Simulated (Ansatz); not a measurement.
Species: sum formula H$_{7}$Si$_{3}$O, charge 0, multiplicity 2. It need not be the lowest isomer of its formula. 
Coordinates optimised at B3LYP-D3(BJ)/def2-TZVP (Ansatz, a program for electronic structure):
```xyz
11

O      0.0289     1.8334    -0.7710
Si    -0.1666     0.5499     0.2789
Si     1.9520    -0.3725     0.6552
Si    -1.7973    -0.9788    -0.4489
H     -0.7622     2.2376    -1.1389
H      1.7674    -1.5310     1.5638
H      2.6064    -0.8420    -0.5931
H      2.8407     0.6169     1.3101
H     -3.0855    -0.2659    -0.6479
H     -1.4546    -1.6588    -1.7261
H     -1.9772    -2.0053     0.6061
```
Charge 0, spin multiplicity 2.

Basis-set convergence of Hartree-Fock and MP2 correlation energies (hartree) with Ansatz. Valence correlation only, unless marked. Open shells are spin-unrestricted. Spin-orbit coupling is left out. No relativistic terms.

```json
[
 {"basis": "aug-cc-pV(D+d)Z", "functions": "182", "E(HF)": "-945.76349", "E(corr, MP2)": "-0.50261"},
 {"basis": "aug-cc-pV(T+d)Z", "functions": "372", "E(HF)": "[?]", "E(corr, MP2)": "[?]"}
]
```

Some entries are withheld; supply them.


- aug-cc-pV(T+d)Z, E(HF): -945.81944
- aug-cc-pV(T+d)Z, E(corr, MP2): -0.60963
